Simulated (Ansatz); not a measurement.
CH$_{3}$FO$_{3}$W (`C[O][W](=[O])(=[O])[F]`), relaxed with RKS PBE0-D4/def2-TZVP in the Gaussian-basis code of Ansatz from a GFN2-xTB geometry. The force threshold is 0.005 eV/Å; the program also tests the step.

Total charge 0; spin multiplicity 1. W takes the def2 core potential.

Start:

```xyz
9

C    -0.199    1.573    0.114
O     0.259    0.306   -0.316
W     0.204   -1.505   -0.123
O    -1.391   -2.011   -0.366
O     0.737   -1.884    1.436
F     1.352   -2.169   -1.432
H    -0.555    2.153   -0.746
H    -1.026    1.418    0.829
H     0.619    2.119    0.603
```

Task: By how much does the energy fall, and how many steps does the optimiser take? (An estimate is asked.)

Result: Ansatz gave: 2.40 kcal/mol, in 31 steps, 4 of them rejected.

Task: Which bonds change most? (An estimate is asked.)

Result: Computed: O2–W3 from 1.822 to 1.846 Å; C1–H8 from 1.104 to 1.092 Å; W3–O4 from 1.691 to 1.703 Å; W3–O5 from 1.691 to 1.701 Å.

Task: Give the relaxed structure. (An estimate is asked.)

Result: Ansatz gave: 
```xyz
9

C    -0.242    1.574    0.106
O    -0.145    0.309   -0.510
W     0.207   -1.469   -0.165
O    -1.265   -2.310   -0.002
O     1.023   -1.585    1.323
F     1.231   -2.227   -1.523
H     0.072    2.331   -0.614
H    -1.279    1.758    0.395
H     0.399    1.620    0.989
```
